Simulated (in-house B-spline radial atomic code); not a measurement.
# Ho2+: [Xe] 4f11

Method: Dirac-Kohn-Sham AM05, spherical fractional occupations, Fermi nucleus of rms radius 5.2022 fm. Calculated with a B-spline radial code for spherical atoms.

Z_r = [3n² - l(l+1)]/(2<r>); Z_e = n√(-2ε); the last column is Slater's effective charge. Values are occupation-weighted means over j. An effective charge above Z reflects the relativistic contraction of the inner shells.

```csv
shell,electrons,ε (eV),<r> (bohr),Z_r,Z_e,Slater
1s,2,-55391,0.02075,72.28,63.81,66.70
2s,2,-9273.2,0.08759,68.50,52.21,62.85
2p,6,-8259.2,0.07771,64.34,49.28,62.85
3s,2,-2081.4,0.2296,58.79,37.11,55.75
3p,6,-1767.8,0.2283,54.76,34.20,55.75
3d,10,-1350.3,0.2079,50.50,29.89,45.85
4s,2,-421.84,0.5191,46.24,22.27,39.25
4p,6,-317.81,0.5496,41.85,19.33,39.25
4d,10,-172.7,0.5971,35.17,14.25,27.85
5s,2,-64.582,1.276,29.39,10.89,11.90
5p,6,-40.308,1.506,24.24,8.61,11.90
4f,11,-17.292,0.8422,21.37,4.51,17.50
```

The least bound orbital is 4f7/2 at -16.87 eV, while the most diffuse is 5p3/2 (<r> = 1.541 bohr against 0.8501 bohr): energy order and size order differ.

Spin-orbit splittings of the orbital energies (j = l + 1/2 above j = l - 1/2 when positive): 2p 855.8 eV, 3p 178.7 eV, 3d 39.09 eV, 4p 40.22 eV, 4d 7.297 eV, 5p 5.099 eV, 4f 0.9826 eV.

For the 1s electron the small component carries 6.27 % of the norm, the zero-frequency Breit interaction raises the level by 175.1 eV, self-energy by 106.1 eV, and vacuum polarisation lowers it by 18.09 eV.

The density falls to 0.001 bohr⁻³ at 3.364 bohr; Σ<r²> = 37.653 bohr² gives, by the non-relativistic formula and without the paramagnetism of open shells, a Langevin diamagnetic susceptibility of -29.82×10⁻⁶ cm³/mol.
